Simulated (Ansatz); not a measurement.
Species: C₂H₃BO, SMILES `B=C1CO1` (charge 0, multiplicity 1).

Problem. Give a relaxed geometry from PBE-D3(BJ)/def2-TZVP (Ansatz, a first-principles code).

Solution. the end point of this relaxation (outside a Z-matrix the atoms follow the SMILES, hydrogens last).
Bonded distances (Å): B1–C2 1.379, B1–H5 1.177, C2–C3 1.465, C2–O4 1.395, C3–O4 1.442, C3–H6 1.095, C3–H7 1.095. Bond angles (°): C2–B1–H5 176.1, B1–C2–C3 150.4, B1–C2–O4 149.1, C3–C2–O4 60.5, C2–C3–O4 57.4, C2–C3–H6 118.9, C2–C3–H7 118.9, O4–C3–H6 115.1, O4–C3–H7 115.1, H6–C3–H7 117.2, C2–O4–C3 62.1.
